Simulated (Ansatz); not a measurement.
K2S2⁻. The state is a doublet with charge -1. Geometry relaxed at r2SCAN-D4/def2-TZVPD.

```xyz
4

K     1.7460   -0.8164    1.3069
K    -1.0558   -0.5083   -2.0124
S    -1.0392    0.0204    0.8792
S     0.3491    1.3043   -0.1737
```

The structure comes from a short search, and lower isomers may exist.

Problem. Estimate the harmonic wavenumbers at UKS r2SCAN-D4/def2-TZVPD (Ansatz, unscaled). Is this a minimum?

Solution. 34, 168, 180, 207, 211, 435 cm⁻¹. Yes, no mode is imaginary beyond noise. Zero-point energy 7.4 kJ/mol. Run time 2.1 min (4 threads of Arm Neoverse V1 on a shared host).
